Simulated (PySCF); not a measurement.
H₃Al, triplet, at a GFN2-xTB geometry (such geometries of metal compounds can be far from the true shape) (a higher spin typed on purpose: for a closed-shell molecule this is an excited state); MP2/def2-SVP (PySCF).

Here is a job for PySCF.
```python
from pyscf import gto, scf, mp

mol = gto.M(
    atom='''
Al   -0.008521    0.116017    0.094059
H     0.592355   -1.441775    0.613279
H    -0.412095    1.227768   -0.982922
H    -0.069489   -1.294210   -0.853122
''',
    basis='def2-svp',
    charge=0,
    spin=2,
    verbose=4,
)

mf = scf.UHF(mol)
mf.kernel()

pt = mp.MP2(mf, frozen=5)
pt.kernel()
print('E(MP2) = %.10f' % pt.e_tot)
```

Output, abridged:

```
PySCF version 2.14.0

[INPUT] verbose = 4
[INPUT] num. atoms = 4
[INPUT] num. electrons = 16
[INPUT] charge = 0
[INPUT] spin (= nelec alpha-beta = 2S) = 2
[INPUT] symmetry False subgroup None
[INPUT] Mole.unit = angstrom
[INPUT] Symbol           X                Y                Z      unit          X                Y                Z       unit  Magmom
[INPUT]  1 Al    -0.008521000000   0.116017000000   0.094059000000 AA   -0.016102356307   0.219240355794   0.177745749550 Bohr   0.0
[INPUT]  2 H      0.592355000000  -1.441775000000   0.613279000000 AA    1.119388718517  -2.724559883245   1.158929347947 Bohr   0.0
[INPUT]  3 H     -0.412095000000   1.227768000000  -0.982922000000 AA   -0.778746687303   2.320145264505  -1.857453381810 Bohr   0.0
[INPUT]  4 H     -0.069489000000  -1.294210000000  -0.853122000000 AA   -0.131315178670  -2.445702447673  -1.612166930841 Bohr   0.0

nuclear repulsion = 12.9789641428181
number of shells = 17
number of NR pGTOs = 57
number of NR cGTOs = 33
basis = def2-svp
ecp = {}

******** <class 'pyscf.scf.uhf.UHF'> ********
method = UHF
initial guess = minao
damping factor = 0
level_shift factor = 0
DIIS = <class 'pyscf.scf.diis.CDIIS'>
diis_start_cycle = 1
diis_space = 8
diis_damp = 0
SCF conv_tol = 1e-09
SCF conv_tol_grad = None
SCF max_cycles = 50
direct_scf = True
direct_scf_tol = 1e-13
number electrons alpha = 9  beta = 7
Set gradient conv threshold to 3.16228e-05
init E= -243.097253329548

cycle= 1 E= -243.380723558956  delta_E= -0.283  |g|= 0.139  |ddm|= 1.61
cycle= 2 E= -243.406624450577  delta_E= -0.0259  |g|= 0.0484  |ddm|= 0.386
cycle= 3 E= -243.411005308547  delta_E= -0.00438  |g|= 0.0153  |ddm|= 0.193
cycle= 4 E= -243.411618051268  delta_E= -0.000613  |g|= 0.00598  |ddm|= 0.0804
cycle= 5 E= -243.411751544532  delta_E= -0.000133  |g|= 0.00269  |ddm|= 0.0353
cycle= 6 E= -243.411790210615  delta_E= -3.87e-05  |g|= 0.00128  |ddm|= 0.02
cycle= 7 E= -243.411803620717  delta_E= -1.34e-05  |g|= 0.000807  |ddm|= 0.0111
cycle= 8 E= -243.41181188702  delta_E= -8.27e-06  |g|= 0.000509  |ddm|= 0.0106
cycle= 9 E= -243.411816042263  delta_E= -4.16e-06  |g|= 0.000251  |ddm|= 0.00972
cycle= 10 E= -243.411816890631  delta_E= -8.48e-07  |g|= 9.52e-05  |ddm|= 0.00495
cycle= 11 E= -243.411816970991  delta_E= -8.04e-08  |g|= 3.12e-05  |ddm|= 0.00142
cycle= 12 E= -243.411816977522  delta_E= -6.53e-09  |g|= 1.24e-05  |ddm|= 0.000379
cycle= 13 E= -243.411816978442  delta_E= -9.2e-10  |g|= 5.56e-06  |ddm|= 0.000129
Extra cycle  E= -243.411816978532  delta_E= -9.06e-11  |g|= 4.2e-06  |ddm|= 1.56e-05
converged SCF energy = -243.411816978532  <S^2> = 2.0249811  2S+1 = 3.0166081

******** <class 'pyscf.mp.ump2.UMP2'> ********
nocc = (np.int64(4), np.int64(2)), nmo = (28, 28)
frozen orbitals 5
E(UMP2) = -243.474763084459  E_corr = -0.0629461059267355
E(SCS-UMP2) = -243.482852204043  E_corr = -0.0710352255112228
E_corr(same-spin) = -0.00519242492406907
E_corr(oppo-spin) = -0.0577536810026665
E(MP2) = -243.4747630845
```
